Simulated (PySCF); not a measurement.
[Cr(H2O)6]2+ holds Cr(II), d4, at total charge +2. The structure is a PBE0-D3(BJ)/def2-SVP, IEF-PCM water geometry optimised for multiplicity 5; coordination octahedral, point group C1, metal–donor distances 2.06–2.31 Å.

Method (PySCF 2.14, density fitting): CASSCF(4,5) with orbitals averaged over all microstates of the shell, strongly contracted NEVPT2 on the averaged canonical orbitals; basis x2c-TZVPall on the metal, x2c-SVPall elsewhere; spin-free X2C; IEF-PCM water; spin-orbit coupling by state interaction with the mean-field operator over all roots.

CASSCF energies above the lowest CASSCF root:

```json
{"state": "5Eg-like", "CASSCF / cm⁻¹": "0"}
{"state": "5Eg-like", "CASSCF / cm⁻¹": "5611"}
{"state": "5T2g-like", "CASSCF / cm⁻¹": "11149"}
{"state": "5T2g-like", "CASSCF / cm⁻¹": "11686"}
{"state": "5T2g-like", "CASSCF / cm⁻¹": "12642"}
{"state": "3T1g-like", "CASSCF / cm⁻¹": "14475"}
{"state": "3T1g-like", "CASSCF / cm⁻¹": "15375"}
{"state": "3T1g-like", "CASSCF / cm⁻¹": "15407"}
{"state": "3Eg-like", "CASSCF / cm⁻¹": "20222"}
{"state": "a 2S+1 = 3 state (42 % 3H)", "CASSCF / cm⁻¹": "21247"}
{"state": "3T1g-like", "CASSCF / cm⁻¹": "21264"}
{"state": "3T2g-like", "CASSCF / cm⁻¹": "21994"}
{"state": "3Eg-like", "CASSCF / cm⁻¹": "22327"}
{"state": "1T2g-like", "CASSCF / cm⁻¹": "24249"}
{"state": "3T1g-like", "CASSCF / cm⁻¹": "24479"}
{"state": "3A2g-like", "CASSCF / cm⁻¹": "24860"}
{"state": "3T2g-like", "CASSCF / cm⁻¹": "24926"}
{"state": "1T2g-like", "CASSCF / cm⁻¹": "25006"}
{"state": "1Eg-like", "CASSCF / cm⁻¹": "25122"}
{"state": "1T2g-like", "CASSCF / cm⁻¹": "25194"}
{"state": "a 2S+1 = 3 state (49 % 3H)", "CASSCF / cm⁻¹": "25426"}
{"state": "1Eg-like", "CASSCF / cm⁻¹": "26002"}
```

Problem. How does dynamic correlation (SC-NEVPT2) move these states?

Solution. 
```json
{"state": "5Eg-like", "NEVPT2 / cm⁻¹": "0", "shift / cm⁻¹": "0"}
{"state": "5Eg-like", "NEVPT2 / cm⁻¹": "6253", "shift / cm⁻¹": "+642"}
{"state": "5T2g-like", "NEVPT2 / cm⁻¹": "12898", "shift / cm⁻¹": "+1749"}
{"state": "5T2g-like", "NEVPT2 / cm⁻¹": "13294", "shift / cm⁻¹": "+1608"}
{"state": "5T2g-like", "NEVPT2 / cm⁻¹": "14467", "shift / cm⁻¹": "+1825"}
{"state": "3T1g-like", "NEVPT2 / cm⁻¹": "11682", "shift / cm⁻¹": "-2794"}
{"state": "3T1g-like", "NEVPT2 / cm⁻¹": "12873", "shift / cm⁻¹": "-2502"}
{"state": "3T1g-like", "NEVPT2 / cm⁻¹": "12953", "shift / cm⁻¹": "-2454"}
{"state": "3Eg-like", "NEVPT2 / cm⁻¹": "19088", "shift / cm⁻¹": "-1133"}
{"state": "a 2S+1 = 3 state (42 % 3H)", "NEVPT2 / cm⁻¹": "19474", "shift / cm⁻¹": "-1773"}
{"state": "3T1g-like", "NEVPT2 / cm⁻¹": "19211", "shift / cm⁻¹": "-2053"}
{"state": "3T2g-like", "NEVPT2 / cm⁻¹": "20392", "shift / cm⁻¹": "-1603"}
{"state": "3Eg-like", "NEVPT2 / cm⁻¹": "21093", "shift / cm⁻¹": "-1234"}
{"state": "1T2g-like", "NEVPT2 / cm⁻¹": "20774", "shift / cm⁻¹": "-3474"}
{"state": "3T1g-like", "NEVPT2 / cm⁻¹": "23245", "shift / cm⁻¹": "-1234"}
{"state": "3A2g-like", "NEVPT2 / cm⁻¹": "22668", "shift / cm⁻¹": "-2192"}
{"state": "3T2g-like", "NEVPT2 / cm⁻¹": "23597", "shift / cm⁻¹": "-1329"}
{"state": "1T2g-like", "NEVPT2 / cm⁻¹": "21824", "shift / cm⁻¹": "-3182"}
{"state": "1Eg-like", "NEVPT2 / cm⁻¹": "22373", "shift / cm⁻¹": "-2749"}
{"state": "1T2g-like", "NEVPT2 / cm⁻¹": "21534", "shift / cm⁻¹": "-3659"}
{"state": "a 2S+1 = 3 state (49 % 3H)", "NEVPT2 / cm⁻¹": "24411", "shift / cm⁻¹": "-1014"}
{"state": "1Eg-like", "NEVPT2 / cm⁻¹": "23594", "shift / cm⁻¹": "-2409"}
```

NEVPT2 lifts 5T2g-like from 11149 to 12898 cm⁻¹; on the d shell alone it tends to overshoot states that fill the eg-type orbitals. Gaps between spin states lean to high spin in this active space.
